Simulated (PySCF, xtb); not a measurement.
Ta(O)(NH2)3 (H6N3OTa), SMILES [Ta]([NH2])(=[O])([NH2])[NH2], multiplicity 1. Other conformers were not sampled.

Harmonic wavenumbers (cm⁻¹) from GFN2-xTB run with xtb at its own minimum, in rising order: 124, 124, 137, 142, 163, 163, 268, 269, 423, 449, 449, 462, 495, 495, 538, 538, 566, 764, 1534, 1534, 1535, 3389, 3391, 3392, 3424, 3425, 3427.

Q: What does PBE-D3(BJ)/def2-SVP (PySCF 2.14.0) give at its own minimum? (An estimate is asked for; the answer gives what the named calculation found.)

A: 161, 168, 168, 189, 189, 205, 330, 330, 425, 453, 453, 546, 546, 563, 642, 642, 653, 952, 1466, 1466, 1469, 3466, 3466, 3470, 3558, 3558, 3558. Paired by order, the mean absolute difference is 69 cm⁻¹ and the zero-point energies are 45.2 and 47.3 kcal/mol.
